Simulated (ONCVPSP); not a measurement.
## Cutoff test, Hf, ONCV

ONCVPSP 4.0.1 input, shortened (lines: element, Z, core and valence counts, functional; n l f; lmax; l rc ep ncon nbas qcut; lloc lpopt rc5 dvloc0; l nproj debl; icmod fcfact rcfact), PBEsol, scalar-relativistic:

```
  Hf 72.00   12    2  -116133      upf
    1    0    2.00
    2    0    2.00
    2    1    6.00
    3    0    2.00
    3    1    6.00
    3    2   10.00
    4    0    2.00
    4    1    6.00
    4    2   10.00
    4    3   14.00
    5    0    2.00
    5    1    6.00
    5    2    2.00
    6    0    1.75
    2
    0    3.05    0.00    3    8    1.90
    1    3.00    0.29    4    9    2.80
    2    1.90    0.00    5    9    4.40
    4    5    1.40    0.00
    0    1    1.50
    1    1    3.40
    2    2    1.60
    0    0.00    0.00
```

In the p channel the program set the typed energies aside and used 0.050 Ha.

Question: For each optimised wave give the share of its norm inside rc, the residual kinetic energy above qcut (Ha) and the cutoffs (Ha) for errors of 10, 1, 0.1 and 0.01 mHa per electron.

Answer:

| wave | norm inside rc | residual KE | 10 mHa | 1 mHa | 0.1 mHa | 0.01 mHa |
| --- | --- | --- | --- | --- | --- | --- |
| 6s | 0.438 | 2.5e-03 | 1.2 | 3.6 | 19.8 | 37.6 |
| p projector 1 | 0.066 | 1.0e-05 | 0.4 | 1.7 | 2.7 | 4.7 |
| 5d | 0.384 | 4.2e-03 | 8.4 | 12.3 | 60.4 | 77.8 |
| d projector 2 | 0.104 | 7.5e-03 | 9.2 | 12.3 | 24.2 | 70.9 |

The occupied waves need 12 Ha and 60 Ha for 1 and 0.1 mHa. Note: ghosts flagged at negative energy: s at -121.5 eV, p at -57.2 eV; no localised positive-energy state flagged. A true bound ghost makes a file unfit for plane-wave use.
